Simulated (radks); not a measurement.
Isoelectronic series with 33 electrons, each ion in its NIST ground configuration. Method: Dirac Kohn-Sham, PBE, spin-unpolarised, spherical densities, finite nucleus; open shells fill j = l - 1/2 first; Fermi nuclear charge, rms radius of each element as measured or else 0.836 A^(1/3) + 0.57 fm; computed with a radial shooting solver on a logarithmic mesh with Libxc functionals. Total energies (hartree) and mean radii <r> (bohr):

| ion | configuration | E (hartree) | 4p3/2 | 4p1/2 |
|---|---|---|---|---|
| As | [Ar] 3d10 4s2 4p3 | -2260.92299 | 2.579 | 2.525 |
| Br2+ | [Ar] 3d10 4s2 4p3 | -2605.29610 | 1.865 | 1.835 |
| Rb4+ | [Ar] 3d10 4s2 4p3 | -2976.85551 | 1.526 | 1.502 |
| Nb8+ | [Ar] 3d10 4s2 4p3 | -3801.94293 | 1.153 | 1.134 |
| Tc10+ | [Ar] 3d10 4s2 4p3 | -4255.84308 | 1.035 | 1.016 |
| Rh12+ | [Ar] 3d10 4s2 4p3 | -4737.62788 | 0.9398 | 0.9219 |
| Ag14+ | [Ar] 3d10 4s2 4p3 | -5247.57174 | 0.8622 | 0.8446 |
| In16+ | [Ar] 3d10 4s2 4p3 | -5785.97334 | 0.7970 | 0.7796 |
| Sb18+ | [Ar] 3d10 4s2 4p3 | -6353.16137 | 0.7415 | 0.7242 |
